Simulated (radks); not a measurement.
Problem. All-electron atom: Pt XXIX in [Kr] 4d10 4f4 (the NIST ground configuration). Method: scalar-relativistic Kohn-Sham, BLYP, spin-polarised, spherical densities, finite nucleus; open shells are filled with parallel spins first (spin-orbit coupling, left out, can overturn this in heavy ions); Fermi nuclear charge, rms radius 5.427 fm; computed with a radial shooting solver on a logarithmic mesh with Libxc functionals. Some entries of the table are withheld. Estimate them.

orbital,occ.,eigenvalue (hartree),<1/r> (bohr^-1),<r> (bohr)
1s down,1,-2916.141,93.91,0.01715
1s up,1,-2916.141,93.91,0.01715
2s up,1,-541.1456,22.01,0.07238
2s down,1,-541.1398,22.01,0.07237
2p up,3,-473.7768,19.66,0.06524
2p down,3,-473.7723,19.66,0.06524
3s up,1,-153.9092,8.177,0.1867
3s down,1,-153.7371,8.185,0.1866
3p up,3,-134.2636,7.484,0.1876
3p down,3,-134.0895,7.492,0.1875
3d up,5,-112.9789,7.045,0.1699
3d down,5,-112.8461,7.052,0.1697
4s up,1,-58.03482,3.675,0.3978
4s down,1,-57.77119,3.668,0.3982
4p up,3,-51.22049,3.374,0.4165
4p down,3,-50.96944,3.368,0.4170
4d up,5,-43.10955,3.109,0.4252
4d down,5,-42.86111,3.101,0.4260
4f up,4,(1),2.842,0.4111
4f down,0,(2),2.835,0.4124

Solution. 
(1) 4f up eigenvalue (hartree): -34.43057
(2) 4f down eigenvalue (hartree): -34.15322
